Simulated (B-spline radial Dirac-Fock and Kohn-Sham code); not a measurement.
# Subshell photoionisation cross sections of La³⁺ against photon energy

System: La³⁺ in the configuration 1s2 2s2 2p6 3s2 3p6 3d10 4s2 4p6 4d10 5s2 5p6.

Input file task.json (cfg lists n, l and occupation; rrms is the nuclear radius in fm):

```json
{"items": [{
  "Z": 57,
  "q": 3,
  "cfg": [[1, 0, 2], [2, 0, 2], [2, 1, 6], [3, 0, 2], [3, 1, 6], [3, 2, 10], [4, 0, 2], [4, 1, 6], [4, 2, 10], [5, 0, 2], [5, 1, 6]],
  "A": 139,
  "rrms": 4.855,
  "do": ["binding", "quiet", "photo"],
  "hv": [27.4, 31.1, 46.6, 53.1, 55.1, 68.3, 74.5, 178.0, 346.0, 497.0, 526.0, 563.0, 713.0, 2250.0, 3160.0, 4750.0, 4830.0, 6580.0, 22800.0, 40500.0, 46500.0, 56800.0, 69200.0, 73800.0]
}]}
```

Command: `python xray_run.py task.json out`

Model: the independent-particle Dirac-Slater model, thresholds from Dirac-Fock. Program: a radial atomic solver. Values are in kb; a dash marks an energy below the computed threshold.

```
hν (eV)     1s      3s       4s        5s     5p3/2
   55.1      –       –        –         –       792
   68.3      –       –        –         –       435
   74.5      –       –        –       166       381
    178      –       –        –      84.9       130
    346      –       –      130      34.1      61.2
    497      –       –     88.0      19.7      37.9
    526      –       –     82.0      18.0      35.0
    563      –       –     74.9      16.2      31.8
    713      –       –     54.1      11.2      22.5
   2250      –    30.3     8.08      1.56      2.96
   3160      –    17.3     4.32     0.832      1.46
   4750      –    8.35     2.01     0.383     0.587
   4830      –    8.09     1.94     0.371     0.565
   6580      –    4.48     1.06     0.201     0.268
  22800      –   0.320   0.0740    0.0140   0.00863
  40500   4.66  0.0818   0.0188   0.00356   0.00143
  46500   3.26  0.0581   0.0134   0.00253  0.000916
  56800   1.93  0.0351  0.00808   0.00153  0.000475
  69200   1.13  0.0211  0.00486  0.000918  0.000247
  73800  0.950  0.0179  0.00411  0.000777  0.000199
```

At 73800 eV the multipoles beyond E1 give 11.1 % of 1s, 14.4 % of 3s, 14.5 % of 4s, 14.6 % of 5s, 28.2 % of 5p3/2.

Run: 3.5 s of CPU time on 1 thread of Intel(R) Xeon(R) 6975P-C (shared host), peak memory 0.40 GiB.
